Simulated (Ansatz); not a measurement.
Geometry optimisation, DFT PBEsol, scalar-relativistic, plane waves, PAW in Ansatz 0.2.0.

The input (input.yaml):

```yaml
crystal:
  lattice:
    - [4.58, 0.0, 0.0]
    - [3.435, 5.949595, 0.0]
    - [0.0, 0.0, 16.58843]
  atoms:
    - { symbol: Be, position: [0.0, 0.0, 0.06028298] }
    - { symbol: Be, position: [0.5, 0.0, 0.06028298] }
    - { symbol: Be, position: [2.0e-08, 0.33333331, 0.06028298] }
    - { symbol: Be, position: [0.50000002, 0.33333331, 0.06028298] }
    - { symbol: Be, position: [4.0e-08, 0.66666661, 0.06028298] }
    - { symbol: Be, position: [0.50000004, 0.66666661, 0.06028298] }
    - { symbol: Be, position: [-0.16666665, 0.2222222, 0.16844361] }
    - { symbol: Be, position: [0.33333335, 0.2222222, 0.16844361] }
    - { symbol: Be, position: [-0.16666663, 0.55555551, 0.16844361] }
    - { symbol: Be, position: [0.33333337, 0.55555551, 0.16844361] }
    - { symbol: Be, position: [-0.16666661, 0.88888882, 0.16844361] }
    - { symbol: Be, position: [0.33333339, 0.88888882, 0.16844361] }
    - { symbol: Be, position: [0.0, 0.0, 0.27660424] }
    - { symbol: Be, position: [0.5, 0.0, 0.27660424] }
    - { symbol: Be, position: [2.0e-08, 0.33333331, 0.27660424] }
    - { symbol: Be, position: [0.50000002, 0.33333331, 0.27660424] }
    - { symbol: Be, position: [4.0e-08, 0.66666661, 0.27660424] }
    - { symbol: Be, position: [0.50000004, 0.66666661, 0.27660424] }
    - { symbol: C, position: [0.66666671, 0.77777772, 0.34653249] }
    - { symbol: H, position: [1.33333337, 0.55555551, 0.25791651] }
basis:
  ecutwfc: 420.0
kpoints:
  mp_grid: { grid: [5, 4, 1] }
hamiltonian:
  xc: pbesol
scf:
  occupations: { method: gaussian, width: 0.05 }
  lower_state_search: "off"
relax:
  f_tol: 0.03
  max_steps: 60
  adjacent_minimum: "off"
  constraints: [{ sites: [0, 1, 2, 3, 4, 5] }]
output:
  write_density: true
  write_potential: true
  elf: true
  volumetric_format: npy
```

Run as:

```bash
$ ansatz run input.yaml --threads 1 --pin off --max-ram 3072MiB --backend cpu --events-out ev --progress --plain --runs-dir out
```

Task: Where does it end, and by what steps?

Result: The forces met the threshold. The force dipped under the threshold on the way, but the program's further checks kept it going. Limits of this set-up: coarse k mesh, thin slab, slab without dipole correction, odd electron count without spin. After 19 steps the energy has fallen by 3.001 eV; H20 moved furthest, 1.38 Å. Parted: Be17–H20. Joined: Be13–C19.

```tsv
step	energy less start (eV)	largest force component (eV/Å)	accepted
0	0.0000	1.501	yes
1	-0.3013	0.894	yes
2	-0.5517	0.772	yes
3	-0.7197	0.910	yes
4	-0.9425	0.993	yes
5	-1.1372	0.744	yes
6	-1.3433	0.415	yes
7	-1.4904	0.329	yes
8	-1.6278	0.768	yes
9	-1.9324	1.441	yes
10	-2.4141	1.001	yes
11	-2.6295	1.906	yes
12	-2.8756	0.667	yes
13	-2.9349	0.500	yes
14	-2.9847	0.135	yes
15	-2.9928	0.198	yes
16	-2.9981	0.093	yes
17	-3.0001	0.031	yes
18	-3.0006	0.020	yes
19	-3.0010	0.021	yes
```

```xyz
20
Lattice="4.5800 0.0000 0.0000 3.4350 5.9496 0.0000 0.0000 0.0000 16.5884" Properties=species:S:1:pos:R:3
Be 0.000 0.000 1.000
Be 2.290 0.000 1.000
Be 1.145 1.983 1.000
Be 3.435 1.983 1.000
Be 2.290 3.966 1.000
Be 4.580 3.966 1.000
Be 0.005 1.300 2.811
Be 2.284 1.360 2.814
Be 1.105 3.278 2.769
Be 3.364 3.300 2.800
Be 2.357 5.295 2.822
Be 4.675 5.243 3.096
Be 0.139 0.031 4.846
Be 2.482 0.296 4.738
Be 1.148 1.997 4.525
Be 3.453 1.948 4.614
Be 1.784 4.192 4.667
Be 4.215 3.719 4.808
C 4.965 5.070 5.209
H 7.656 3.001 5.576
```

Whether the end is a true minimum wasn't checked by a vibrational analysis.

Run time: 4.3 min on 1 thread of Arm Neoverse V2 (shared host), peak memory 0.6 GiB.
